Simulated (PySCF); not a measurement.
C₅H₁₂Si, SMILES [SiH3]/C=C\C(C)C, singlet, GFN2-xTB optimised geometry.

```
18

C      1.95     0.94     0.00
C      0.42     0.94     0.00
C     -0.12     2.37     0.00
C     -0.09     0.21     1.20
C     -0.85    -0.88     1.18
Si    -1.49    -1.77    -0.35
H      2.32    -0.08    -0.01
H      2.33     1.46    -0.88
H      2.33     1.44     0.89
H      0.06     0.43    -0.90
H      0.21     2.90     0.89
H     -1.21     2.37    -0.01
H      0.24     2.91    -0.88
H      0.22     0.64     2.15
H     -1.15    -1.30     2.13
H     -2.29    -2.91     0.09
H     -2.33    -0.88    -1.16
H     -0.37    -2.25    -1.17
```

Density from PySCF 2.14.0 with PBE/def2-SVP at that geometry.

Minimum of the electron density along straight lines between bonded atoms, close to the bond critical point (lines longer than 1.1 times the sum of covalent radii, or with two minima, are not listed):

| bond | length / Å | ρ at the minimum / e bohr⁻³ | ∇²ρ there / e bohr⁻⁵ | position (fraction from the first atom) |
|---|---|---|---|---|
| C1–C2 | 1.530 | 0.238 | -0.51 | 0.50 |
| C2–C3 | 1.530 | 0.238 | -0.51 | 0.50 |
| C2–C4 | 1.497 | (withheld) | (withheld) | 0.49 |
| C4–C5 | 1.327 | 0.338 | (withheld) | 0.51 |
| C5–Si6 | 1.881 | 0.112 | 0.32 | 0.62 |
| C1–H7 | 1.088 | 0.275 | -1.00 | 0.63 |
| C1–H8 | 1.088 | 0.274 | -0.99 | 0.63 |
| C1–H9 | 1.088 | 0.273 | -0.98 | 0.63 |
| C2–H10 | 1.095 | 0.274 | -0.96 | 0.62 |
| C3–H11 | 1.088 | 0.274 | -0.98 | 0.63 |
| C3–H12 | 1.088 | 0.275 | -1.00 | 0.63 |
| C3–H13 | 1.088 | 0.274 | -0.99 | 0.63 |
| C4–H14 | 1.086 | 0.277 | -1.02 | 0.63 |
| C5–H15 | 1.084 | 0.274 | -0.99 | 0.63 |
| Si6–H16 | 1.465 | 0.116 | 0.32 | 0.49 |
| Si6–H17 | 1.467 | 0.115 | 0.32 | 0.49 |
| Si6–H18 | 1.467 | 0.115 | 0.32 | 0.49 |

Question: Complete the blanks.

Answer: 
- C2–C4, ρ at the minimum / e bohr⁻³: 0.257
- C2–C4, ∇²ρ there / e bohr⁻⁵: -0.59
- C4–C5, ∇²ρ there / e bohr⁻⁵: -0.87
